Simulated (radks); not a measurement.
Valence configurations of the technetium ion Tc+ (all share [Kr]). Calculated with a radial shooting solver on a logarithmic mesh with Libxc functionals: Dirac Kohn-Sham, PBE, spin-unpolarised, spherical densities, finite nucleus; open shells are shared between the two j in proportion to 2j + 1; Fermi nuclear charge, rms radius 4.4112 fm. Energies are relative to 4d5 5s1; eigenvalues in eV.

| valence | E (eV) | e(4d3/2) | e(4d5/2) | e(5p1/2) | e(5p3/2) | e(5s1/2) |
|---|---|---|---|---|---|---|
| 4d5 5s1 | 0.000 | -14.273 | -13.977 | - | - | -11.392 |
| 4d6 | -1.987 | -11.652 | -11.382 | - | - | - |
| 4d5 5p1 | 4.577 | -15.447 | -15.147 | -7.683 | -7.446 | - |
| 4d4 5s2 | 3.487 | -17.151 | -16.829 | - | - | -12.653 |
| 4d4 5s1 5p1 | 8.475 | -18.295 | -17.969 | -8.520 | -8.242 | -13.378 |
| 4d4.5 5s1 5p0.5 | 3.919 | -16.272 | -15.961 | -7.786 | -7.536 | -12.401 |
| 4d4 5p2 | 13.570 | -19.384 | -19.053 | -9.098 | -8.809 | - |
| 4d4.5 5s0.5 5p1 | 6.324 | -16.845 | -16.532 | -8.100 | -7.843 | -12.766 |
| 4d5.5 5s0.5 | -1.168 | -12.925 | -12.642 | - | - | -10.777 |
| 4d2 5s2 5p2 | 27.479 | -25.527 | -25.141 | -10.702 | -10.323 | -16.428 |

NIST lists [Kr] 4d5 5s1 as the ground configuration; this level of theory puts 4d6 lower, by 1.987 eV. The energies are those of spherical spin-averaged densities, not of single terms.
